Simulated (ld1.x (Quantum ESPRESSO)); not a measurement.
**Transferability test, ultrasoft potential for S (Z = 16)**

* Element: S
* Generator: ld1.x (Quantum ESPRESSO) 7.5
* Type: ultrasoft
* Functional: Wu–Cohen
* Relativity: non-relativistic
* Frozen core: [He]
* Valence charge: 14
* Reference configuration: 2s2 2p6 3s1.75 3p4.25
* Partial waves: 2s (bound): rcut 0.65, rcutus 0.75 bohr; 3s (bound): rcut 0.65, rcutus 0.75 bohr; 2p (bound): rcut 0.90, rcutus 0.95 bohr; 3p (bound): rcut 0.90, rcutus 0.95 bohr; 3d channel at 0.45 Ry: rcut 0.75, rcutus 0.95 bohr
* Local potential: all-electron potential smoothed inside 0.90 bohr (lloc = -1)
* Core correction: a·sin(br)/r model core, default radius (core density twice the valence density)
* Augmentation charge: PSQ, radius 0.50 bohr

Energies are relative to the spin-unpolarised reference configuration 2s2 2p6 3s1.75 3p4.25; without spin polarisation the order of configurations can differ from experiment.

(1) Give the all-electron excitation energy and the error of the potential for: 2s2 2p6 3s2 3p4; 2s2 2p6 3s2 3p3; 2s2 2p6 3s2 3p2; 2s2 2p6 3s2 3p3.5; 2s2 2p5 3s2 3p4; 2s2 2p6 3s2 3p4.3; 2s2 2p6 3s0 3p6.

Results:

(1)

```
valence configuration  charge  ΔE all-electron (eV)  error AE − PS (meV)
      2s2 2p6 3s2 3p4       0                -2.529                  0.0
      2s2 2p6 3s2 3p3      +1                 9.230                 +0.1
      2s2 2p6 3s2 3p2      +2                31.514                 +0.4
    2s2 2p6 3s2 3p3.5    +0.5                 2.125                  0.0
      2s2 2p5 3s2 3p4      +1               171.155                 -303
    2s2 2p6 3s2 3p4.3    -0.3                -4.233                  0.0
      2s2 2p6 3s0 3p6       0                17.907                 +1.3
```
